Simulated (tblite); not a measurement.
Species: C₂H₉NO₃Si₂.
Atom-mapped SMILES: `[O:1]=[C:2]([OH:3])[CH2:4][O:5][SiH2:6][NH:7][SiH3:8]` (hydrogens: H9 on O3; H10, H11 on C4; H12, H13 on Si6; H14 on N7; H15, H16, H17 on Si8)

Cartesian coordinates in Å at the GFN2-xTB level; atoms count from 1:
```
atom  x, y, z in Å
O1     1.7498    1.0972    0.0170
C2     2.2154    0.0079   -0.1715
O3     3.2831   -0.1985   -0.9488
C4     1.7017   -1.2968    0.4059
O5     0.7039   -1.1237    1.3409
Si6   -0.8847   -0.8261    1.1165
N7    -1.1815    0.6531    0.2848
Si8   -2.6931    1.4167   -0.0673
H9     3.6025    0.6414   -1.3182
H10    1.3679   -1.9151   -0.4388
H11    2.5463   -1.8075    0.8851
H12   -1.4873   -1.8833    0.2980
H13   -1.2711   -0.8604    2.5204
H14   -0.3715    1.2552    0.2344
H15   -3.3404    1.9414    1.1419
H16   -2.3866    2.5042   -0.9982
H17   -3.5614    0.4064   -0.6732
```

Calculated harmonic vibrations of the isolated species, GFN2-xTB (tblite), most abundant isotopes, no scaling. Against measured fundamentals such values can be off by several per cent, at times by over 20. Modes of hydrogen on silicon can be 10 to 20 % off. One conformer, not necessarily the lowest.

Harmonic wavenumbers (cm⁻¹): 28.5, 49.5, 53.5, 84.9, 106.2, 138.7, 187.8, 220.8, 295.8, 431.0, 439.3, 494.7, 541.2, 575.5, 579.6, 622.5, 640.2, 656.3, 719.0, 758.4, 759.9, 781.4, 785.7, 805.6, 832.4, 874.0, 965.0, 1005.2, 1123.2, 1185.1, 1201.9, 1204.5, 1224.7, 1307.8, 1426.6, 1801.9, 2199.9, 2215.6, 2245.5, 2252.1, 2314.4, 2875.9, 2915.1, 3426.3, 3428.9.

A = 2461, B = 739.2, C = 599.5 MHz; mass 151.012 u (most abundant isotopes); point group C1, symmetry number 1.

Problem. Zero-point energy?

Solution. Half the sum of the wavenumbers: 24391 cm⁻¹ = 69.74 kcal/mol.

Problem. Entropy at 500 K, 1 bar (ideal gas, RRHO, classical rotation)?

Solution. Translation 43.54, rotation 31.61, vibration 60.51: S = 135.7 cal/(mol K).

Problem. And Cp and H(500 K) − H(0)?

Solution. Cp = 59.05 cal/(mol K), of which vibrations give 51.11 (their classical limit is 45 R = 89.4); H(500 K) − H(0) = 18.32 kcal/mol without the zero-point energy, 14.34 from vibrations.

Problem. How do the functions run with temperature in this model?

Solution. 
| T (K) | S (cal/(mol K)) | Cp (cal/(mol K)) | H − H(0) (kcal/mol) | G − H(0) (kcal/mol) | ln q(vib) |
| --- | --- | --- | --- | --- | --- |
| 50 | 63.4 | 16.4 | 0.60 | -2.57 | 1.26 |
| 100 | 76.5 | 21.7 | 1.56 | -6.09 | 3.26 |
| 298.15 | 109.3 | 42.8 | 7.90 | -24.70 | 9.94 |
| 373.15 | 119.7 | 49.8 | 11.38 | -33.29 | 12.25 |
| 750 | 162.1 | 71.1 | 34.71 | -86.85 | 22.84 |
| 1000 | 183.6 | 78.5 | 53.48 | -130.15 | 28.91 |

q(vib) and H(0) count from the zero-point level.

Problem. What must be added to the electronic energy to get the Gibbs energy at 500 K and 1 bar?

Solution. ZPE + [H(500 K) − H(0)] − T·S = 69.74 + 18.32 − 67.83 = 20.23 kcal/mol.

Problem. Which modes carry the vibrational entropy at 500 K?

Solution. 28.5 cm⁻¹: 6.96; 49.5 cm⁻¹: 5.86; 53.5 cm⁻¹: 5.71; 84.9 cm⁻¹: 4.79; 106.2 cm⁻¹: 4.35; 138.7 cm⁻¹: 3.83 cal/(mol K); the other 39 give 29.01 together.

Problem. Blend soft modes into free rotors: weight 1/[1 + (100 cm⁻¹/ν̃)⁴] for the oscillator and the rest for a rotor with moment μB/(μ + B), μ = h/(8π²ν), B = 10⁻⁴⁴ kg m². What vibrational entropy results?

Solution. 53.40 cal/(mol K) in place of 60.51, which changes −T·S at 500 K by +3.55 kcal/mol.

Hindered rotation and anharmonicity are outside this model. Other conformers, if any are populated, would add a mixing term that is left out. The structure is chiral; the term R ln 2 for an equal mix with its mirror image is left out.
